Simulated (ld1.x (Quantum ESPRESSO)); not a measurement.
Pseudopotential generation for P (Z = 15): TM, PBE, fully relativistic.

```
Element                 : P
Generator               : ld1.x (Quantum ESPRESSO) 7.5
Type                    : norm-conserving Troullier–Martins (Kleinman–Bylander form)
Functional              : PBE
Relativity              : fully relativistic
Frozen core             : [Ne]
Valence charge          : 5
Reference configuration : 3s2 3p3
Partial waves           : 3s (bound): rc 1.60 bohr; 3p (bound): rc 1.75 bohr
Local potential         : all-electron potential smoothed inside 1.50 bohr (lloc = -1)
Core correction         : Bessel-smoothed model core inside 1.30 bohr
```

Open shells are filled in proportion to 2j + 1 (rel_dist='average').

All-electron outer shells of the reference configuration (PBE, scalar-relativistic, ld1.x):

```json
{"shell": "2s", "level (eV)": "-173.99", "outermost node (bohr)": "0.14", "outermost maximum (bohr)": "0.42"}
{"shell": "2p", "level (eV)": "-124.49", "outermost node (bohr)": "–", "outermost maximum (bohr)": "0.36"}
{"shell": "3s", "level (eV)": "-13.97", "outermost node (bohr)": "0.65", "outermost maximum (bohr)": "1.58"}
{"shell": "3p", "level (eV)": "-5.51", "outermost node (bohr)": "0.64", "outermost maximum (bohr)": "1.83"}
```

Estimate the cutoffs (Ry, on a coarse ladder) from which the occupation-weighted sum of valence levels, in a spherical-Bessel basis at the reference potential, stays within 10 and 1 mRy of its value at 400 Ry.

21 Ry and 50 Ry.

Does the potential have ghost states?

No extra level below or beside the all-electron valence levels (s, p1/2, p3/2, d, f tested).

Which valence shell sets the plane-wave cutoff?

3s: its level needs 45 Ry to come within 1 mRy, against 18 Ry for 3p.

Tests: 3s2 3p2; 3s2 3p1; 3s2 3p0; 3s2 3p2.5; 3s1 3p0; 3s1 3p3; 3s1 3p4. Which has the largest error in its energy relative to the reference configuration, and how large is it?

3s1 3p0, with +279 meV (all-electron minus pseudo) on +110.62 eV.
